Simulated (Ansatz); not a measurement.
Consider the formal exchange of groups at a C–C bond: `CC(C)[Si]O` + `CCC(C)CC` → `CCC(C)(C)CC` + `CC[Si]O`.

Isolated molecules relaxed with PBE0-D4/def2-TZVP in Ansatz; ΔE leaves out vibrations. CBS: MP2 limit from def2 TZ/QZ plus the TZ coupled-cluster correction, frozen cores. Functionals use def2-TZVPP. B3LYP here is the variant with VWN-RPA as its local correlation; programs differ in this. One conformer a species, not always the lowest.

```tsv
level	ΔE (kJ/mol)	difference from CCSD(T)/CBS
PBE-D4	-9.8	5.0
r2SCAN-D4	-13.4	1.4
PBE0-D4	-10.9	3.9
B3LYP-D4	-10.1	4.7
ωB97X-V	-13.3	1.5
ωB97M-V	-14.7	0.1
B2PLYP	-9.4	5.4
PBE	-6.0	8.8
r2SCAN	-12.0	2.8
PBE0	-7.5	7.3
B3LYP	-4.4	10.4
HF/def2-TZVPP	-3.8	11.0
MP2/def2-TZVPP	-17.5	-2.7
SCS-MP2/def2-TZVPP	-14.3	0.5
CCSD/def2-TZVPP	-13.8	1.0
CCSD(T)/def2-TZVPP	-15.3	-0.5
HF/def2-QZVPP	-3.7	11.1
MP2/def2-QZVPP	-17.2	-2.4
SCS-MP2/def2-QZVPP	-13.9	0.9
HF/CBS(def2)	-3.7	11.1
MP2/CBS(def2)	-16.9	-2.1
CCSD/CBS(def2)	-13.3	1.5
CCSD(T)/CBS	-14.8	0
```

Largest T1 diagnostic among the species: 0.013.

The D4 term adds −5.6 kJ/mol with B3LYP and −3.4 kJ/mol with PBE0; it sums over pairs of atoms, weighted by their polarisabilities, and B3LYP, whose exchange is more repulsive, gets the larger term. In def2-TZVPP, CCSD(T) changes the Hartree–Fock value by −11.6 kJ/mol (the triples alone add −1.5 kJ/mol) and MP2 by −13.7 kJ/mol.
